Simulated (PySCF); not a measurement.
Level of theory: TPSSh-D3(BJ)/def2-TZVP // B3LYP-D3(BJ)/def2-SVP in PySCF. All species are isolated molecules in the gas phase. One relaxed conformer stands for a flexible species; it need not be the lowest. Delta-SCF ions had no search for a lower state. Excitations are Tamm–Dancoff values on a coarser integration grid. The basis has no diffuse functions, so Rydberg states are missing or too high.

Reference species (SMILES): `c1c(O)ccnc1B` (neutral, multiplicity 1).

```
Quantity                                       Value
-------------------------------------------  -------
S1–T1 gap (TDA)                              0.36 eV
HOMO–LUMO gap                                3.89 eV
brightest of the four lowest singlets (TDA)  5.06 eV
vertical ionisation energy (Delta-SCF)       9.10 eV
```

After one change: the S1–T1 gap (TDA) goes up by 0.13 eV; the HOMO–LUMO gap rises by 0.29 eV; the brightest of the four lowest singlets (TDA) decreases by 0.23 eV; the vertical ionisation energy (Delta-SCF) increases by 0.03 eV.

Task: Which change was made? The new species is one of these.
A. `Bc1ccc(O)cn1`
B. `Bc1cccc(O)n1`
C. `Bc1cnccc1O`
D. `Bc1ncccc1O`

Result: A, `Bc1ccc(O)cn1`
